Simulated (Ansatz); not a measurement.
From B to Ga: the HOMO–LUMO gap

One atom is swapped for its congeners: B(OH)Br2; Al(OH)Br2; Ga(OH)Br2. All are singlets with charge 0.

Shapes, held fixed at every level: PBE0-D4/def2-TZVP. Programs: Ansatz 0.2.0. Values in eV.

```csv
level,B(OH)Br2,Ga(OH)Br2
SPW92/def2-TZVPP,5.27,4.61
B3LYP-D4/def2-TZVPP,7.16,6.36
PBE0-D4/def2-TZVPP,7.62,6.97
r2SCAN0-D4/def2-TZVPP,8.02,7.36
wB97X-V/def2-TZVPP,12.22,11.40
wB97M-V/def2-TZVPP,11.92,11.06
```

Question: Estimate the column for Al(OH)Br2 from its neighbours.

Answer: The mean of the neighbours at wB97M-V/def2-TZVPP is 11.49 eV, against 11.37 from the run. All rows: SPW92/def2-TZVPP 5.22; B3LYP-D4/def2-TZVPP 6.92; PBE0-D4/def2-TZVPP 7.48; r2SCAN0-D4/def2-TZVPP 7.96; wB97X-V/def2-TZVPP 11.81; wB97M-V/def2-TZVPP 11.37 eV. At wB97M-V/def2-TZVPP the HOMO–LUMO gap falls at every step, from 11.92 to 11.06 eV. Every level shows the same order. Relativity is left out for Br, Ga unless named. Orbital gaps aren't excitation energies, and the LUMO depends on the basis.
